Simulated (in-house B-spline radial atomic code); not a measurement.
The numbers below are computed, except where a source is named.
# Making a Troullier-Martins s channel for Ag, r_c = 1.19 bohr

Ag, [Kr] 4d10 5s1, non-relativistic LDA (VWN5), spherical and spin-unpolarised, from an all-electron radial atomic-structure program (B-spline basis) (atomic units). The all-electron 4s level is ε = -3.223092 hartree, its outermost node lies just inside 0.47 bohr and its outer maximum at 0.85 bohr.

Inside r_c the pseudo-orbital is u(r) = r^1 exp(p(r)), with p = c0 + c2 r² + c4 r⁴ + … + c12 r¹². The seven coefficients follow from p and its first four derivatives at r_c, from zero curvature of the screened potential at the origin, c4 = −c2²/(2l + 5), and from the norm inside r_c. At r_c the all-electron orbital has P = 0.8737671, P' = -1.349245, the screened potential V = -3.158545, V' = 7.108013, V'' = -20.9815, and the norm inside is Q = 0.7960334.

(1) What are p, p' and p'' at r_c?

For a trial c2 the five matching conditions are linear in c0, c6, c8, c10 and c12, and c2 is varied until the norm inside r_c equals Q. The root nearest zero gives:

| n | c_n |
| --- | --- |
| 0 | 0.01837815 |
| 2 | 1.373648 |
| 4 | -0.3773819 |
| 6 | -3.040238 |
| 8 | 3.29597 |
| 10 | -1.37882 |
| 12 | 0.2127179 |

(2) Check c4 and p(r_c), and find the screened pseudopotential at the origin.

Orbitals and screened potentials:

```json
{"r (bohr)": "0.119", "P": "0.3651", "u": "0.1236", "V all-electron": "-246.5", "V pseudo": "0.8844"}
{"r (bohr)": "0.298", "P": "-0.6708", "u": "0.3412", "V all-electron": "-59.44", "V pseudo": "0.4123"}
{"r (bohr)": "0.476", "P": "0.1308", "u": "0.6316", "V all-electron": "-25.43", "V pseudo": "-1.701"}
{"r (bohr)": "0.654", "P": "0.9484", "u": "0.9668", "V all-electron": "-13.43", "V pseudo": "-5.378"}
{"r (bohr)": "0.833", "P": "1.204", "u": "1.17", "V all-electron": "-7.825", "V pseudo": "-7.341"}
{"r (bohr)": "1.011", "P": "1.102", "u": "1.099", "V all-electron": "-4.849", "V pseudo": "-5.376"}
{"r (bohr)": "1.19", "P": "0.8738", "u": "0.8738", "V all-electron": "-3.159", "V pseudo": "-3.159"}
```

Logarithmic derivatives P'/P at R = 1.49 bohr, for energies E around ε:

| E − ε (hartree) | all-electron | pseudo |
| --- | --- | --- |
| -0.5 | 0.121926 | 0.115452 |
| -0.25 | -0.662435 | -0.665302 |
| -0.1 | -1.35957 | -1.36026 |
| 0 | -1.9913 | -1.9913 |
| 0.1 | -2.8418 | -2.84319 |
| 0.25 | -4.88819 | -4.90551 |
| 0.5 | -17.3018 | -17.8646 |

(3) With P(R) = 0.509277 and a norm of 0.9392217 inside R, what slope in energy does norm conservation fix?

Results:

(1) p = ln(P/r_c^1) = ln(0.8737671/1.19) = -0.30889. p' = P'/P − 1/r_c = -1.54417 − 0.84034 = -2.38451. The radial equation gives p'' = 2(V − ε) − 2(1) p'/r_c − p'² = 0.12909 − (-4.00757) − 5.68587 = -1.54920. Differentiating, p''' = 2V' + 2(1)p'/r_c² − 2(1)p''/r_c − 2p'p'' = 6.0639, and p'''' = 2V'' − 4(1)p'/r_c³ + 4(1)p''/r_c² − 2(1)p'''/r_c − 2p''² − 2p'p''' = -26.752.

(2) −c2²/5 = -0.377382, as listed. The terms c_n r_c^n are 0.01838, 1.94522, -0.75678, -8.63355, 13.25437, -7.85194, 1.71541, which sum to -0.30889. Inverting the radial equation, V_l(r) = ε + 1 p'/r + (p'' + p'²)/2, so V_l(0) = ε + (2l + 3) c2 = -3.223092 + 3 × (1.37365) = 0.8979 hartree, finite where the all-electron potential diverges.

(3) d(P'/P)/dE = −2 × (norm inside R)/P(R)² = -7.2425 per hartree·bohr at E = ε, for both atoms, since orbital and norm agree at R. Differences over ±0.1 hartree give -7.4112 (all-electron) and -7.4146 (pseudo), which also hold third-order terms. Half a hartree below ε the two curves differ by -0.0065.
